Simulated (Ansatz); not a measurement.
Si4Ni⁺. The state is a doublet with charge 1. Geometry PBE-D4/def2-SVP, basis def2-TZVP, Ansatz.

```
atom   x (Å)   y (Å)   z (Å)
 Ni1   0.379  -1.529   0.628
 Si2   0.546  -0.152  -1.136
 Si3   0.889   2.070  -0.403
 Si4  -0.201   0.596   1.103
 Si5  -1.614  -0.984  -0.191
```

```tsv
run	HOMO (eV)	LUMO (eV)
A	-12.79	-6.49
B	-10.89	-8.47
C	-10.42	-9.09
D	-10.04	-9.53
E	-9.70	-9.49
F	-9.89	-9.68
```

Another isomer (doublet) lies 0.46 eV lower at PBE0-D4/def2-TZVP; other spin states weren't run for this one.

HOMO and LUMO are taken over both spins.

The runs used BLYP, PBE, PBE0, r2SCAN, r2SCANh, ωB97X-V. Estimate which is which.

A ωB97X-V (range-separated); B PBE0 (25 % exact exchange); C r2SCANh (10 % exact exchange); D r2SCAN (0 % exact exchange); E BLYP (0 % exact exchange); F PBE (0 % exact exchange). Exact exchange lowers occupied and raises empty levels; among semilocal functionals meta-GGAs tend to open the gap a little, and such runs are hard to tell apart. The gap grows from 0.20 eV (BLYP) to 6.30 eV (ωB97X-V).
